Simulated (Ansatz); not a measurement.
Born–Oppenheimer molecular dynamics of FH3O3Ti (8 atoms, charge 0, multiplicity 1). It starts from a relaxed structure.

Computed with RKS PBE-D4/def2-SVP (Ansatz 0.2.0).

- ensemble: NVT, Nosé–Hoover chain
- time step: 0.5 fs
- steps asked: 250
- set temperature: 1000 K
- thermostat: time constant 100 fs, chain length 3 (defaults)
- temperature schedule: 62 steps to 1000 K, then 188 steps to 250 K
- seed: 177912

Frames 0.5 fs apart, positions in Å, forces in eV/Å.

Velocities at 75 fs (Å/ps):

```
Ti 3.60 -3.19 -3.81
F -2.83 7.13 -4.21
O -5.49 1.67 7.27
H 22.77 11.84 -2.86
O -1.38 -0.17 8.82
H 23.44 -12.42 27.32
O -2.22 0.39 -2.72
H -19.83 -12.32 23.43
```

```xyz
8
Properties=species:S:1:pos:R:3:forces:R:3 time_fs=75 energy_less_start_eV=0.387 T=624
Ti -0.021 -0.015 0.064 -3.14 0.78 -0.59
F 0.063 -0.001 1.862 0.01 0.19 -0.68
O 1.571 -0.159 -0.649 0.95 -0.09 -0.61
H 2.236 0.134 -0.015 0.86 0.17 0.28
O -0.887 1.393 -0.856 0.93 -0.85 1.04
H -1.755 1.837 -0.813 0.18 -0.26 0.15
O -0.917 -1.444 -0.487 -0.03 -0.26 0.27
H -1.504 -1.956 -1.076 0.25 0.33 0.15
8
Properties=species:S:1:pos:R:3:forces:R:3 time_fs=75.5 energy_less_start_eV=0.385 T=629
Ti -0.019 -0.016 0.062 -3.31 0.80 -0.47
F 0.062 0.002 1.860 0.01 0.19 -0.67
O 1.568 -0.158 -0.646 1.46 0.02 -0.41
H 2.248 0.140 -0.016 0.51 0.03 -0.02
O -0.887 1.393 -0.852 1.54 -1.15 0.99
H -1.744 1.830 -0.799 -0.44 0.05 0.17
O -0.918 -1.444 -0.488 -0.04 -0.29 0.25
H -1.514 -1.962 -1.064 0.27 0.34 0.16
8
Properties=species:S:1:pos:R:3:forces:R:3 time_fs=76 energy_less_start_eV=0.394 T=620
Ti -0.017 -0.018 0.060 -3.46 0.82 -0.36
F 0.060 0.006 1.857 0.02 0.18 -0.66
O 1.566 -0.157 -0.642 1.99 0.15 -0.20
H 2.262 0.146 -0.017 0.14 -0.12 -0.32
O -0.888 1.393 -0.847 2.13 -1.43 0.92
H -1.733 1.824 -0.785 -1.04 0.36 0.21
O -0.919 -1.444 -0.489 -0.03 -0.30 0.25
H -1.522 -1.967 -1.051 0.26 0.34 0.15
8
Properties=species:S:1:pos:R:3:forces:R:3 time_fs=76.5 energy_less_start_eV=0.411 T=601
Ti -0.016 -0.019 0.058 -3.60 0.84 -0.24
F 0.059 0.009 1.855 0.02 0.17 -0.64
O 1.564 -0.157 -0.639 2.49 0.27 -0.02
H 2.276 0.152 -0.019 -0.21 -0.25 -0.58
O -0.888 1.392 -0.842 2.60 -1.65 0.84
H -1.724 1.818 -0.770 -1.53 0.61 0.26
O -0.920 -1.444 -0.490 0.00 -0.29 0.27
H -1.531 -1.971 -1.039 0.23 0.31 0.12
8
Properties=species:S:1:pos:R:3:forces:R:3 time_fs=77 energy_less_start_eV=0.424 T=586
Ti -0.015 -0.021 0.056 -3.72 0.84 -0.13
F 0.057 0.013 1.853 0.02 0.17 -0.62
O 1.562 -0.156 -0.635 2.92 0.36 0.10
H 2.289 0.158 -0.023 -0.50 -0.36 -0.78
O -0.887 1.392 -0.838 2.84 -1.74 0.77
H -1.719 1.814 -0.755 -1.78 0.74 0.30
O -0.921 -1.444 -0.492 0.06 -0.27 0.31
H -1.539 -1.974 -1.026 0.18 0.27 0.07
8
Properties=species:S:1:pos:R:3:forces:R:3 time_fs=77.5 energy_less_start_eV=0.427 T=585
Ti -0.014 -0.022 0.054 -3.83 0.84 -0.02
F 0.056 0.017 1.850 0.02 0.16 -0.60
O 1.560 -0.155 -0.632 3.26 0.42 0.15
H 2.301 0.162 -0.028 -0.71 -0.44 -0.91
O -0.887 1.391 -0.832 2.78 -1.68 0.72
H -1.719 1.812 -0.739 -1.75 0.72 0.31
O -0.923 -1.444 -0.493 0.12 -0.23 0.35
H -1.546 -1.977 -1.013 0.11 0.21 0.01
8
Properties=species:S:1:pos:R:3:forces:R:3 time_fs=78 energy_less_start_eV=0.417 T=600
Ti -0.013 -0.024 0.052 -3.91 0.84 0.08
F 0.054 0.021 1.848 0.02 0.15 -0.58
O 1.560 -0.154 -0.628 3.50 0.44 0.13
H 2.312 0.165 -0.035 -0.83 -0.48 -0.96
O -0.886 1.389 -0.827 2.43 -1.46 0.69
H -1.722 1.811 -0.722 -1.42 0.56 0.29
O -0.924 -1.444 -0.494 0.19 -0.19 0.40
H -1.553 -1.979 -0.999 0.03 0.14 -0.05
8
Properties=species:S:1:pos:R:3:forces:R:3 time_fs=78.5 energy_less_start_eV=0.398 T=625
Ti -0.012 -0.025 0.050 -3.97 0.82 0.18
F 0.053 0.024 1.845 0.01 0.15 -0.56
O 1.559 -0.153 -0.625 3.61 0.43 0.05
H 2.321 0.168 -0.045 -0.86 -0.48 -0.94
O -0.884 1.388 -0.822 1.87 -1.14 0.70
H -1.730 1.812 -0.704 -0.90 0.29 0.23
O -0.925 -1.444 -0.495 0.26 -0.15 0.44
H -1.560 -1.981 -0.986 -0.05 0.08 -0.11
8
Properties=species:S:1:pos:R:3:forces:R:3 time_fs=79 energy_less_start_eV=0.378 T=653
Ti -0.012 -0.026 0.048 -3.99 0.80 0.27
F 0.052 0.028 1.842 0.01 0.14 -0.54
O 1.560 -0.151 -0.621 3.61 0.38 -0.09
H 2.327 0.169 -0.057 -0.78 -0.44 -0.84
O -0.882 1.386 -0.817 1.22 -0.76 0.74
H -1.739 1.813 -0.686 -0.28 -0.02 0.15
O -0.926 -1.444 -0.496 0.32 -0.13 0.47
H -1.568 -1.983 -0.973 -0.11 0.02 -0.15
8
Properties=species:S:1:pos:R:3:forces:R:3 time_fs=79.5 energy_less_start_eV=0.362 T=675
Ti -0.011 -0.027 0.046 -3.99 0.77 0.35
F 0.050 0.032 1.839 0.01 0.13 -0.52
O 1.560 -0.150 -0.617 3.48 0.29 -0.29
H 2.332 0.169 -0.071 -0.59 -0.35 -0.67
O -0.880 1.384 -0.811 0.58 -0.40 0.78
H -1.749 1.815 -0.667 0.32 -0.32 0.05
O -0.927 -1.444 -0.497 0.36 -0.12 0.48
H -1.575 -1.985 -0.961 -0.16 -0.02 -0.18
8
Properties=species:S:1:pos:R:3:forces:R:3 time_fs=80 energy_less_start_eV=0.353 T=689
Ti -0.011 -0.029 0.044 -3.96 0.74 0.42
F 0.049 0.036 1.837 0.00 0.13 -0.50
O 1.562 -0.149 -0.614 3.22 0.17 -0.52
H 2.336 0.168 -0.086 -0.31 -0.23 -0.46
O -0.878 1.382 -0.805 0.01 -0.07 0.83
H -1.758 1.815 -0.648 0.84 -0.57 -0.05
O -0.928 -1.444 -0.498 0.36 -0.13 0.47
H -1.583 -1.986 -0.949 -0.18 -0.03 -0.18
8
Properties=species:S:1:pos:R:3:forces:R:3 time_fs=80.5 energy_less_start_eV=0.350 T=697
Ti -0.012 -0.030 0.043 -3.89 0.71 0.48
F 0.047 0.040 1.834 0.00 0.12 -0.47
O 1.563 -0.148 -0.610 2.86 0.02 -0.79
H 2.338 0.167 -0.103 0.06 -0.08 -0.20
O -0.876 1.380 -0.800 -0.43 0.19 0.86
H -1.765 1.814 -0.630 1.24 -0.76 -0.15
O -0.929 -1.444 -0.499 0.34 -0.18 0.44
H -1.592 -1.988 -0.937 -0.17 -0.02 -0.17
```

Of the whole run (125 fs, mean temperature of the second half 665 K): The conserved energy stayed within 0.3 meV per atom of its start (net change 0.14 meV per atom), so the integration is sound. The schedule's set-point averaged 499 K over the second half and the system 665 K, so it lags behind the ramp. A run of 0.12 ps of so small a system gives no equilibrium averages.

Time of the run: 3.9 min on 4 threads of Arm Neoverse V2, on a shared host, peak memory 0.15 GiB.
